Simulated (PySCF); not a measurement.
**Basis-set dependence of population analyses: `[SiH3]N([SiH3])[SiH3]`**

Species: H9NSi3.
SMILES with atom numbers: `[SiH3:1][N:2]([SiH3:3])[SiH3:4]` (hydrogens: H5, H6, H7 on Si1; H8, H9, H10 on Si3; H11, H12, H13 on Si4)

PBE0 throughout (PySCF), one geometry, spherical d and f functions. Geometry: PBE0-D3(BJ)/def2-SVP; no solvent, vibrations or thermal averaging. Atoms taken as equivalent share a column and are averaged.

Mulliken charges (e):

```json
{"basis": "pcSseg-0", "functions": "66", "Si1/Si3/Si4": "+0.701", "N2": "-1.475", "H5 (×9)": "-0.070"}
{"basis": "cc-pVDZ", "functions": "113", "Si1/Si3/Si4": "+0.344", "N2": "-0.595", "H5 (×9)": "-0.049"}
{"basis": "pcSseg-1", "functions": "134", "Si1/Si3/Si4": "+0.637", "N2": "-1.084", "H5 (×9)": "-0.092"}
{"basis": "aug-cc-pVDZ", "functions": "185", "Si1/Si3/Si4": "-0.883", "N2": "-0.316", "H5 (×9)": "+0.330"}
{"basis": "IGLO-III", "functions": "257", "Si1/Si3/Si4": "+0.794", "N2": "-0.811", "H5 (×9)": "-0.174"}
{"basis": "cc-pVTZ", "functions": "258", "Si1/Si3/Si4": "+0.181", "N2": "-0.308", "H5 (×9)": "-0.026"}
```

IAO charges (e):

| basis | functions | Si1/Si3/Si4 | N2 | H5 (×9) |
| --- | --- | --- | --- | --- |
| pcSseg-0 | 66 | +0.573 | -0.947 | -0.086 |
| cc-pVDZ | 113 | +0.699 | -1.004 | -0.121 |
| pcSseg-1 | 134 | +0.722 | -1.027 | -0.127 |
| aug-cc-pVDZ | 185 | +0.700 | -1.010 | -0.121 |
| IGLO-III | 257 | +0.743 | -1.046 | -0.132 |
| cc-pVTZ | 258 | +0.730 | -1.037 | -0.128 |

Hirshfeld charges (e):

```csv
basis,functions,Si1/Si3/Si4,N2,H5 (×9)
pcSseg-0,66,+0.350,-0.351,-0.078
cc-pVDZ,113,+0.340,-0.329,-0.077
pcSseg-1,134,+0.346,-0.345,-0.077
aug-cc-pVDZ,185,+0.345,-0.365,-0.074
IGLO-III,257,+0.338,-0.350,-0.074
cc-pVTZ,258,+0.341,-0.347,-0.075
```

ESP-fitted charges (e):

```
      basis  functions  Si1/Si3/Si4      N2  H5 (×9)
   pcSseg-0         66       +0.612  -0.716   -0.124
    cc-pVDZ        113       +0.259  -0.281   -0.055
   pcSseg-1        134       +0.436  -0.467   -0.093
aug-cc-pVDZ        185       +0.288  -0.287   -0.064
   IGLO-III        257       +0.286  -0.292   -0.063
    cc-pVTZ        258       +0.292  -0.288   -0.065
```

Some averages cover members that differ in this geometry, most widely: H5 (×9), Mulliken in aug-cc-pVDZ +0.286 to +0.353 e.

Which scheme is steadiest as the basis changes?

Largest range over the bases for any column: Hirshfeld 0.04 e, IAO 0.17 e, ESP-fitted 0.43 e, Mulliken 1.68 e. Hirshfeld charges move least and Mulliken charges most, counted in e.

How much do the charges still move between the two largest bases, IGLO-III and cc-pVTZ?

At most, over all atoms: Mulliken 0.612 e, IAO 0.013 e, Hirshfeld 0.003 e, ESP-fitted 0.007 e.

What do the same runs give for the total energy and the frontier levels?

```tsv
basis	energy (Eh)	HOMO (eV)	LUMO (eV)
pcSseg-0	-927.0524	-7.31	-0.17
cc-pVDZ	-928.2244	-7.43	-0.08
pcSseg-1	-928.2035	-7.61	-0.29
aug-cc-pVDZ	-928.2324	-7.51	-0.51
IGLO-III	-928.3014	-7.60	-0.33
cc-pVTZ	-928.3015	-7.60	-0.35
```
